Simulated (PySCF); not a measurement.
**Energy of F⁺ (fluorine, charge +1) between two integer charges**

The 2p beta orbital of [He] 2s2 2p4 is emptied in steps (occupation f), with all orbitals relaxed, ending at [He] 2s2 2p3. Computed with PySCF 2.14 in aug-cc-pVTZ-DK (5s4p3d2f, 46 functions), with scalar relativity by spin-free X2C-1e. The exact energy is a straight line in f; departures are measured from the line between the end points of the same method.

```tsv
f	UHF (eV)	LDA (eV)	PBE (eV)	PBE0 (eV)	r2SCAN (eV)	LC-wPBE (eV)	BHandHLYP (eV)	wB97X (eV)	r2SCAN0 (eV)	MN15 (eV)
1	0.000	0.000	0.000	0.000	0.000	0.000	0.000	0.000	0.000	0.000
0.75	0.403	-1.712	-1.685	-1.167	-1.501	-0.671	-0.671	-0.676	-1.033	-0.982
0.5	0.514	-2.291	-2.247	-1.553	-1.981	-0.888	-0.905	-0.893	-1.363	-1.305
0.25	0.370	-1.721	-1.678	-1.158	-1.468	-0.655	-0.686	-0.654	-1.010	-0.971
0	0.000	0.000	0.000	0.000	0.000	0.000	0.000	0.000	0.000	0.000
```

Task: For LDA, how does the orbital energy at f = 1 compare with the removal energy?

Result: −ε = 26.171 eV against a total-energy difference of 35.247 eV. By Janak's theorem ε = ∂E/∂f, so the gap between them reflects the curvature. Along the path −ε is 30.647 (f = 0.75), 35.223 (f = 0.5), 39.839 (f = 0.25) eV.

```tsv
method	E(f=0) − E(f=1) (eV)	−ε at f=1 (eV)	−ε at f=0.5 (eV)
UHF	33.378	35.636	33.288
LDA	35.247	26.171	35.223
PBE	35.411	26.450	35.429
PBE0	35.240	29.027	35.263
r2SCAN	35.099	27.037	35.187
LC-wPBE	35.552	31.970	35.593
BHandHLYP	35.176	31.639	35.138
wB97X	35.106	31.496	35.160
r2SCAN0	34.998	29.443	35.062
MN15	35.322	30.083	35.350
```

Reference removal energy between the ground levels: 34.971 eV (measured; NIST Atomic Spectra Database, ionization energies). The calculation has no spin-orbit coupling. UHF lacks correlation.
